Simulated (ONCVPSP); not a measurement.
# u(r) = r·R(r): atom against pseudo-atom (zinc)

Columns: radius, all-electron u(r) and pseudo u(r) of the 3s shell (level -129.57 eV) of zinc in the configuration [Ne] 3s2 3p6 3d10 4s1.75 4p0.25; BLYP, scalar-relativistic, ONCV scheme, ONCVPSP 4.0.1.

```csv
r (bohr),all-electron,pseudo
0.068,-0.0403,0.2435
0.135,-0.6904,0.4727
0.202,-0.5741,0.6813
0.270,-0.0577,0.8636
0.338,0.5010,1.0098
0.405,0.9307,1.1146
0.473,1.2049,1.1800
0.540,1.3309,1.2051
0.608,1.3504,1.1944
0.675,1.2976,1.1532
0.742,1.2024,1.0877
0.810,1.0840,1.0032
0.878,0.9585,0.9072
0.945,0.8370,0.8075
1.013,0.7213,0.7065
1.080,0.6176,0.6112
1.148,0.5238,0.5217
1.215,0.4429,0.4424
1.283,0.3717,0.3716
1.350,0.3117,0.3116
1.418,0.2598,0.2597
1.485,0.2165,0.2164
1.553,0.1795,0.1794
1.620,0.1490,0.1489
1.688,0.1230,0.1230
1.755,0.1018,0.1017
```

Task: How many radial nodes do the two functions have?

Result: The all-electron 3s function has n − l − 1 = 2 (the table is too coarse to show those close to the nucleus); the pseudo-wave has 0, since the states of the same l below it are removed with the core.

Task: At about which radius was the pseudo-wave matched?

Result: 1.35 bohr. The columns agree to 0.0005 from 1.28 bohr on; several derivatives are matched, so the curves merge somewhat inside the radius.

Task: Is the pseudo-wave norm-conserving?

Result: Yes: the ONCV scheme keeps the norm inside the radius equal to the all-electron one, which fixes the energy derivative of the logarithmic derivative at the level.
